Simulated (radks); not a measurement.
Q: Spherical quantum dot in the effective-mass picture: electrons in a parabolic well V = omega^2 r^2 / 2 with omega = 0.068, with a point charge +2 (a donor) at the centre, all in effective atomic units (hartree* = m*/eps^2 hartree, bohr* = eps/m* bohr), one dielectric constant everywhere. Method: non-relativistic Kohn-Sham, exchange-only LDA, spin-polarised, spherical densities; computed with a radial shooting solver with Libxc functionals. Levels are named by radial order and angular momentum (1s, 1p, 1d, 2s, ...), and open shells are averaged over m. Results are scaled to m* = 0.046 and eps = 14.1, for which hartree* = 6.296 meV and bohr* = 16.22 nm. At N = 26 the configuration is 1s2 1p(up 3, down 0) 1d(up 5, down 0) 2s(up 1, down 0) 1f(up 7, down 0) 2p(up 3, down 0) 1g(up 4, down 0) 3s(up 1, down 0). Does electron 27 go into 2d up or 1g up or 1h up?

A: Into 1g up. The total energies of the other choices lie higher by 0.138 meV (2d up), 0.154 meV (1h up).
